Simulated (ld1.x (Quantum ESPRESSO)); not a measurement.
**What one change does to a pseudopotential (Si, TM)**

```
Element                 : Si (Z = 14)
Generator               : ld1.x (Quantum ESPRESSO) 7.5
Type                    : norm-conserving Troullier–Martins (Kleinman–Bylander form)
Functional              : revPBE
Relativity              : non-relativistic
Frozen core             : [Ne]
Valence charge          : 4
Reference configuration : 3s2 3p2
Partial waves           : 3p (bound): rc 1.60 bohr; 3d channel at 0.35 Ry: rc 1.70 bohr; 3s (bound): rc 1.25 bohr
Local potential         : the s channel
Core correction         : Bessel-smoothed model core inside 1.10 bohr
```

All-electron outer shells of the reference configuration (revPBE, non-relativistic, ld1.x):

```csv
shell,level (eV),outermost node (bohr),outermost maximum (bohr)
2p,-95.56,–,0.39
3s,-10.74,0.72,1.80
3p,-4.07,0.72,2.17
```

Change: all radii but the core radius scaled by about 1.05 (s 1.32, p 1.68, d 1.78 bohr).

Cutoffs: the cutoffs (Ry, on a coarse ladder) from which the occupation-weighted sum of valence levels, in a spherical-Bessel basis at the reference potential, stays within 10 and 1 mRy of its value at 400 Ry; they do not see the model core or the augmentation charge, which bear on the density cutoff. Errors are all-electron minus pseudo energies relative to the spin-unpolarised reference configuration.

What does the change do?

The potential gets softer (50 Ry and 110 Ry → 35 Ry and 80 Ry); of the 7 tests that both files solve, the error grows in 0 and shrinks in 4 by more than 15 % and 0.3 meV (median size 4.0 → 3.3 meV); neither file shows a bound ghost. A larger radius leaves more room for a smooth pseudo-wave, so fewer plane waves are needed. That the errors move this way runs against the usual rule that smaller radii transfer better.

| quantity | base | changed |
| --- | --- | --- |
| cutoff, loose | 50 Ry | 35 Ry |
| cutoff, tight | 110 Ry | 80 Ry |
| loose cutoff by channel (10 mRy a level) | p 6 Ry, s 40 Ry | p 6 Ry, s 30 Ry |
| bound ghosts | none | none |
| error for 3s2 3p1, meV [ΔE 7.73 eV] | +4.0 | +3.3 |
| error for 3s2 3p0, meV [ΔE 23.71 eV] | +22 | +18 |
| error for 3s1 3p0, meV [ΔE 57.52 eV] | +67 | +55 |
| error for 3s1 3p2, meV [ΔE 15.09 eV] | +9.4 | +7.3 |
| error for 3s1 3p3, meV [ΔE 6.74 eV] | -0.9 | -0.9 |
| error for 3s2 3p1.5, meV [ΔE 2.92 eV] | +0.7 | +0.6 |
| error for 3s2 3p2.3, meV [ΔE -0.93 eV] | +0.1 | +0.1 |
